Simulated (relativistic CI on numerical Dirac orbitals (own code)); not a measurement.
## Slater and spin-orbit integrals, Pd21+

Computed by Dirac-Coulomb-Breit CI, KLI orbitals optimised for each configuration, QED by a radiative potential, unscaled Slater integrals (own radial code, finite nucleus).

Slater integrals F^k, G^k are unscaled and averaged over j, outside the closed core [Ne]; ζ comes from projecting the Hamiltonian with its Breit term on Σ l·s of the shell.

- 3s²3p⁶3d⁷: F^2(3d,3d) = 304130, F^4(3d,3d) = 195110, ζ(3d) = 19456 cm⁻¹; <r>(3d) = 0.3307, <r^2>(3d) = 0.1283 (bohr units).
- 3s²3p⁵3d⁸: ζ(3p) = 163400, F^2(3d,3d) = 303330, F^4(3d,3d) = 194560, F^2(3p,3d) = 274900, G^1(3p,3d) = 308710, G^3(3p,3d) = 201010, ζ(3d) = 19160 cm⁻¹; <r>(3p) = 0.3605, <r^2>(3p) = 0.1502, <r>(3d) = 0.3315, <r^2>(3d) = 0.1289 (bohr units).
- 3s²3p⁴3d⁹: F^2(3p,3p) = 275790, ζ(3p) = 163300, F^2(3p,3d) = 274480, G^1(3p,3d) = 308590, G^3(3p,3d) = 200820, ζ(3d) = 18867 cm⁻¹; <r>(3p) = 0.3609, <r^2>(3p) = 0.1506, <r>(3d) = 0.3322, <r^2>(3d) = 0.1295 (bohr units).

Task: Give the Racah parameters of the d shell in 3s²3p⁶3d⁷.

Result: B = F²/49 − 5F⁴/441 = 3995 cm⁻¹ and C = 35F⁴/441 = 15485 cm⁻¹.

Averages of the first 10 configurations, taken without configuration mixing, which lowers the lowest level and can move excited configurations by several eV; other configurations of the list can lie among them:

| Configuration | Parity | States | Average energy above the lowest level (eV) |
| --- | --- | --- | --- |
| 3s²3p⁶3d⁷ | even | 120 | 15.1 |
| 3s²3p⁵3d⁸ | odd | 270 | 209.6 |
| 3s²3p⁴3d⁹ | even | 150 | 408.2 |
| 3s3p⁶3d⁸ | even | 90 | 339.4 |
| 3p⁶3d⁹ | even | 10 | 669.2 |
| 3s3p⁵3d⁹ | odd | 120 | 532.7 |
| 3s²3p⁶3d⁶4s | even | 420 | 414.8 |
| 3s²3p⁶3d⁶4p | odd | 1260 | 459.6 |
| 3s²3p⁶3d⁶4d | even | 2100 | 525.8 |
| 3s²3p⁶3d⁶4f | odd | 2940 | 588.9 |
